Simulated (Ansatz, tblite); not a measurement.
Spin states of Si20AsH28⁻, each relaxed with PBE-D4/def2-SVP in Ansatz. Electronic energies in the gas phase.

The 6-31G sets use Cartesian d functions. The xTB rows come from tblite. B3LYP takes the VWN-RPA correlation. HSE06 is defined as in plane-wave codes, on full-range PBE exchange. Single mean-field runs in def2-SVP are fitted with def2-universal-jkfit.

Singlet geometry:

```tsv
atom	x (Å)	y (Å)	z (Å)
As1	-4.5077	-0.2997	0.8466
Si2	-0.9577	-1.1921	3.3466
Si3	-2.4742	2.9101	1.8837
Si4	-3.0723	2.1860	-1.8313
Si5	-1.2085	-0.7236	-0.1658
Si6	-0.4172	0.6713	-4.0469
Si7	0.4561	2.3958	-0.7163
Si8	1.5134	-2.3347	-2.8176
Si9	0.4267	0.6896	2.9874
Si10	2.4757	-2.3287	3.5724
Si11	2.7129	-0.5658	0.1911
Si12	0.6834	-3.7440	0.6307
Si13	3.2158	1.1584	-3.1237
Si14	-3.9803	1.9928	0.3282
Si15	0.3548	-3.1052	2.8755
Si16	-0.1842	2.4513	1.5579
Si17	-1.0582	0.9719	-1.8046
Si18	0.8665	-1.7689	-0.6249
Si19	1.6966	-0.3603	-4.0939
Si20	2.6481	1.5359	-0.8687
Si21	2.5498	-0.2271	2.5076
H22	-6.0287	-0.0079	0.6795
H23	-4.4208	-0.7322	-0.6295
H24	-2.3660	-1.1594	2.8281
H25	-1.0555	-1.2705	4.8671
H26	-2.8651	2.5071	3.2908
H27	-2.6574	4.4146	1.8153
H28	-4.0661	1.6056	-2.8152
H29	-2.8996	3.6454	-2.1999
H30	-2.0078	-1.7751	-0.9538
H31	-1.4170	-0.2202	-4.7507
H32	-0.3695	1.9660	-4.8339
H33	0.4705	3.8270	-1.2147
H34	0.4743	-3.2125	-3.4814
H35	2.8227	-3.0962	-2.8737
H36	0.5827	1.3497	4.3489
H37	2.5603	-2.1840	5.0757
H38	3.5979	-3.2456	3.1438
H39	4.0272	-1.2449	-0.1365
H40	-0.4966	-4.5538	0.1404
H41	1.8881	-4.6623	0.5917
H42	3.2022	2.4468	-3.9187
H43	4.6275	0.6178	-3.2057
H44	-5.2584	2.7998	0.4563
H45	-0.0951	-4.2698	3.7335
H46	0.5430	3.6394	2.1708
H47	2.1482	-0.6522	-5.5123
H48	3.6498	2.4935	-0.2548
H49	3.6696	0.6607	3.0050
```

Triplet geometry:

```xyz
49

As    2.054    3.538   -1.324
Si    0.582    2.927    2.345
Si    4.255    0.542   -0.673
Si    1.987    0.621   -3.829
Si   -0.551    1.167   -0.966
Si   -1.383   -1.303   -3.795
Si    1.390   -1.881   -1.029
Si   -3.543   -0.943   -0.667
Si    1.746    0.861    2.322
Si   -0.735    0.846    5.087
Si   -0.810   -1.749    1.878
Si   -2.921    1.541    2.038
Si   -1.623   -4.230   -1.425
Si    3.381    1.867   -2.407
Si   -1.399    2.498    3.548
Si    2.545   -0.534    0.551
Si    0.335   -0.380   -2.490
Si   -1.814   -0.003    0.649
Si   -2.842   -2.440   -2.347
Si   -0.126   -3.255    0.124
Si    0.405   -0.581    3.598
H     1.223    3.805   -2.599
H     0.936    2.345   -0.854
H     0.266    3.561    1.016
H     1.418    3.942    3.100
H     5.107    1.431    0.208
H     5.182   -0.488   -1.281
H     1.379    1.553   -4.853
H     2.752   -0.440   -4.589
H    -1.471    2.160   -1.656
H    -2.079   -0.188   -4.545
H    -0.824   -2.247   -4.838
H     2.467   -2.641   -1.776
H    -4.331    0.172   -1.325
H    -4.507   -1.667    0.249
H     3.075    1.142    2.998
H    -0.018    1.497    6.261
H    -1.947    0.165    5.686
H    -2.036   -2.367    2.534
H    -3.582    2.604    1.182
H    -4.024    0.822    2.783
H    -1.126   -5.098   -2.573
H    -2.596   -5.105   -0.660
H     4.485    2.562   -3.177
H    -1.942    3.765    4.178
H     3.328   -1.524    1.398
H    -4.046   -2.927   -3.129
H     0.709   -4.367    0.733
H     1.272   -1.579    4.338
```

⟨S²⟩: triplet 2.01 at PBE0-D4/def2-SVP (pure 2.00).

Only these spin states were relaxed.

```json
{"level": "GFN1-xTB", "triplet − singlet (kcal/mol)": "41.0", "lowest of these": "singlet", "remarks": "–"}
{"level": "GFN2-xTB", "triplet − singlet (kcal/mol)": "44.9", "lowest of these": "singlet", "remarks": "–"}
{"level": "HF/6-31G", "triplet − singlet (kcal/mol)": "57.2", "lowest of these": "singlet", "remarks": "–"}
{"level": "PBE-D4/def2-SVP", "triplet − singlet (kcal/mol)": "43.2", "lowest of these": "singlet", "remarks": "–"}
{"level": "BLYP-D4/def2-SVP", "triplet − singlet (kcal/mol)": "45.8", "lowest of these": "singlet", "remarks": "HOMO above zero (triplet)"}
{"level": "r2SCAN-D4/def2-SVP", "triplet − singlet (kcal/mol)": "43.7", "lowest of these": "singlet", "remarks": "–"}
{"level": "B3LYP-D4/6-31G", "triplet − singlet (kcal/mol)": "49.0", "lowest of these": "singlet", "remarks": "–"}
{"level": "PBE0-D4/def2-SVP", "triplet − singlet (kcal/mol)": "48.3", "lowest of these": "singlet", "remarks": "–"}
{"level": "HSE06-D4/def2-SVP", "triplet − singlet (kcal/mol)": "47.6", "lowest of these": "singlet", "remarks": "–"}
{"level": "CAM-B3LYP-D4/def2-SVP", "triplet − singlet (kcal/mol)": "55.3", "lowest of these": "singlet", "remarks": "–"}
```

Change of the triplet − singlet gap on mixing in exact exchange, in kcal/mol: PBE to PBE0 (25 % exact exchange) 5.2.

The xTB methods have no spin-polarisation term.
